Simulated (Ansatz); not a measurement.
Isolated molecules relaxed with PBE0-D4/def2-TZVP in Ansatz; ΔE leaves out vibrations. CBS: MP2 limit from def2 TZ/QZ plus the TZ coupled-cluster correction, frozen cores. This one scheme is used for every species. Double bonds are as drawn, so ΔE can hold a change between cis and trans. DFT in def2-TZVPP. One conformer a species, not always the lowest.

Consider the formal exchange of groups at a C–F bond: `F/C=C/F` + `C=C(F)F` → `F/C=C\C=C(F)F` + H–F.

| level | ΔE (eV) |
| --- | --- |
| PBE0-D4 | -0.92 |
| B2PLYP | -0.86 |
| revPBE | -0.81 |
| r2SCAN0 | -0.90 |
| LC-ωPBE | -0.79 |
| RPA@PBE/def2-TZVPP | -0.83 |
| MP2/def2-TZVPP | -1.06 |
| CCSD(T)/def2-TZVPP | -0.92 |

(1) What does CCSD(T)/CBS give? (An estimate is asked.)

Largest T1 diagnostic among the species: 0.013.

Answers

(1) Ansatz gave: -0.96 eV. The listed levels differ from it by 0.04, 0.10, 0.15, 0.06, 0.17, 0.13, -0.10, 0.04 eV.

In def2-TZVPP, CCSD(T) changes the Hartree–Fock value by −0.24 eV (the triples alone add −0.04 eV) and MP2 by −0.39 eV. At CCSD(T), def2-SVP lies +0.14 eV from the extrapolated value and def2-TZVPP +0.05 eV. Leaving LDA and LC-ωPBE aside and taking each functional with its dispersion term where it has one, the values, not all of them listed here, spread over 0.17 eV, from PBE-QIDH to ωB97X-V. LDA lies −0.10 eV from PBE without D4.
